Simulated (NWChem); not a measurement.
Molecule: CH5AlOS; SMILES [AlH]([OH])[S]C

```xyz
9

Al    -0.5650     1.0063     0.0028
H     -1.9014     1.8500     0.0036
O      0.9911     1.7054     0.0029
H      1.2043     2.6392    -0.0054
S     -0.6084    -1.1632     0.0033
C      1.1785    -1.5705     0.0011
H      1.8003    -0.6656     0.0024
H      1.4009    -2.1656    -0.8947
H      1.4020    -2.1690     0.8944
```
Atoms are numbered in this order, from 1.

Level: PBE0/def2-SVP (NWChem), optimised geometry, unscaled harmonic frequencies. 

Task: List the harmonic frequencies with IR intensities, and the thermochemistry.

Result: 
```
frequency (cm⁻¹)  IR intensity (km/mol)
----------------  ---------------------
90                                  2.6
127                                 6.5
140                                 3.8
259                                 7.1
308                                84.8
478                               153.2
488                                31.9
513                               178.3
669                               146.1
722                                 7.8
871                               140.3
968                                 6.8
990                                 6.0
1337                                6.3
1457                                6.7
1459                                6.4
1969                              183.3
3074                               22.6
3189                                2.3
3197                                0.4
3992                              123.4
```

The zero-point energy is 37.6 kcal/mol and the thermal correction to the enthalpy at 298.15 K (with zero-point energy) is 42.5 kcal/mol. The heat capacity Cv is 22.3 cal/(mol K) and the entropy at 298.15 K and 1 atm (symmetry number 1) comes out as 81.3 cal/(mol K). The dipole moment is 2.09 D.

Rigid rotor and harmonic oscillator; modes under 100 cm⁻¹ make the entropy uncertain.
